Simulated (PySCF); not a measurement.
# Two-component Hartree-Fock for Tb²⁺ (terbium, charge +2)

Start: [Xe] 4f9; 4f5/2 filled at m_j = -5/2, -3/2, -1/2, +1/2, +3/2, +5/2; 4f7/2 filled at m_j = +3/2, +5/2, +7/2. Calculated with PySCF 2.14 in x2c-QZVPPall-2c: generalised Hartree-Fock with the X2C-1e Hamiltonian and a Gaussian nucleus; one run each with spin-orbit coupling (SO) switched off, then screened by Boettger's factors.

```csv
spinor shell,electrons,"ε, spin-free (eV)","ε, screened SO (eV)",weight of nominal j (screened SO),"rms radius, screened SO (bohr)"
1s1/2,2,-52270.2,-52260.0,1.000,0.0245
2s1/2,2,-8798.7,-8795.4,1.000,0.0989
2p1/2,2,-7815.2,-8342.1,1.000,0.0846
2p3/2,4,-7815.2,-7590.6,1.000,0.0911
3s1/2,2,-2013.3,-2012.2,1.000,0.255
3p1/2,2,-1703.8,-1814.8,1.000,0.246
3p3/2,4,-1703.8,-1655.7,1.000,0.260
3d3/2,4,-1299.1,-1319.7,0.998,0.232
3d5/2,6,-1299.1,-1284.3,0.999,0.236
4s1/2,2,-433.25,-432.92,1.000,0.576
4p1/2,2,-328.81,-354.99,0.986,0.592
4p3/2,4,-328.81,-317.30,0.993,0.621
4d3/2,4,-182.30,-190.47,0.792,0.671
4d5/2,6,-182.30,-176.58,0.861,0.678
5s1/2,2,-71.480,-71.422,1.000,1.44
5p1/2,2,-44.295,-48.102,0.943,1.61
4f5/2,6,-27.492,-27.098,0.722,0.977
4f7/2,3,-27.492,-28.078,0.805,0.965
```

Problem. Where does 5p3/2 lie, and what is the 5p spin-orbit splitting (screened SO)?

Solution. At -42.630 eV, 5.472 eV above 5p1/2.

```tsv
quantity	spin-free	screened SO
E (hartree)	-11700.17102	-11708.31000
M_J	15/2	15/2
⟨J²⟩	63.769	63.777
⟨L²⟩	30.009	30.560
⟨S²⟩	8.760	8.638
```

Each row is a mean over spinors that exchange with the open shell spreads, by up to 15.230 eV (4d5/2).

Rows whose weight is well below 1 are mixtures of j = l ± 1/2: exchange outweighs spin-orbit coupling there, and the label is only the starting occupation.

Breit and QED terms are absent; they matter most for the inner s and p1/2 levels.

Densities and radii are taken from the X2C orbitals without a picture-change correction, which distorts them close to the nucleus.

Without spin-orbit coupling the j labels of p, d and f shells carry no meaning; the spin-free column gives the mean over the occupied spinors of each nl shell.
